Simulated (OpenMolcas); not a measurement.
## Mo V: effect of the IPEA shift

| Quantity | Value |
| --- | --- |
| Program | OpenMolcas 26.06 |
| Basis | ANO-RCC-VTZP [7s6p4d2f1g] |
| Scalar Hamiltonian | DKH2, point nucleus |
| Active space | 2 electrons in 10 orbitals (4d 5d) |
| State averaging | 2S+1 = 3 even, 10 roots; 2S+1 = 1 even, 15 roots |
| Spin-orbit coupling | RASSI with atomic mean-field integrals over the reference wave functions, term energies averaged over their components |

Methods on the same reference wave functions:
A. CASSCF
B. SS-CASPT2, IPEA 0 Eh, imaginary shift 0.1 Eh (closed shells correlated: 4s 4p)
C. SS-CASPT2, IPEA 0.25 Eh, imaginary shift 0.1 Eh (closed shells correlated: 4s 4p)

Energies in cm⁻¹ above 4d² ³F₂, the measured ground level; measured values from Sugar and Musgrove, J. Phys. Chem. Ref. Data 17, 155 (1988).

```json
{"Level": "4d² ³F₂", "A": "0.0", "B": "0.0", "C": "0.0", "Measured": "0.0"}
{"Level": "4d² ³F₃", "A": "1495", "B": "1529", "C": "1531", "Measured": "1578"}
{"Level": "4d² ³F₄", "A": "3241", "B": "3270", "C": "3270", "Measured": "3357"}
{"Level": "4d² ¹D₂", "A": "12596", "B": "10270", "C": "10170", "Measured": "10190"}
{"Level": "4d² ³P₀", "A": "13693", "B": "11620", "C": "11820", "Measured": "11161"}
{"Level": "4d² ³P₁", "A": "14285", "B": "12230", "C": "12430", "Measured": "11807"}
{"Level": "4d² ³P₂", "A": "15805", "B": "13690", "C": "13840", "Measured": "13408"}
{"Level": "4d² ¹G₄", "A": "19048", "B": "17300", "C": "17090", "Measured": "16354"}
{"Level": "4d² ¹S₀", "A": "44276", "B": "38670", "C": "38420", "Measured": "37738"}
```

Deviations, from unrounded energies. A percentage is the sum of absolute deviations over the sum of measured energies, with the sign that they share, or ± where signs differ.

```tsv
Against measurement	Levels	A	B	C
mean absolute deviation (cm-1)	8	2400	410	410
fine structure of the ground term (%)	2	-4.0	-2.8	-2.7
other terms of the ground configuration (%)	6	+18.9	+3.1	±3.1
```

B, C lie about equally close to measurement and A furthest from it. The largest miss of B in the table is 4d² ¹G₄, by +950 cm-1. The ranking rests on the paired levels alone, and a cruder setting can come out closer through cancelling errors.

Between B and C the level of the table that moves most is 4d² ¹S₀, by 250 cm-1 (lowest in C, highest in B). Moves below CASPT2's spread within the term are not significant.

The two smallest mean deviations differ by little beside CASPT2's spread within terms, so their order carries little weight.

From A to B the spin-free energies of the other terms of 4d² shown, above ³F, scale by factors of 0.78 to 0.90, as is usual when dynamic correlation screens the repulsion within a d or f shell.

The lowest spin-free term lies below A's lowest term by 0.270 hartree in B, 0.265 hartree in C.

CASPT2 breaks the degeneracy within a term, and the mean is taken; among the terms shown or strongly mixed into the levels shown the widest spread is 1000 cm-1 (4d² ¹G, B). Active for correlation alone: 5d; no level in the range computed is led by a configuration that fills it, so any true level of that kind is missing. Without dynamic correlation excited terms often stand tens of per cent too high (terms of higher spin than the ground term too low), and those without a measured partner can miss by more than the paired ones (holds for A). Measured partners are found by configuration, term and J. A level has none where our copy of the source lacks it or the pairing is in doubt (some pairs that miss far off the trend of their configuration count as doubtful), and it then counts in no deviation. Levels of configurations outside the active space are missing.
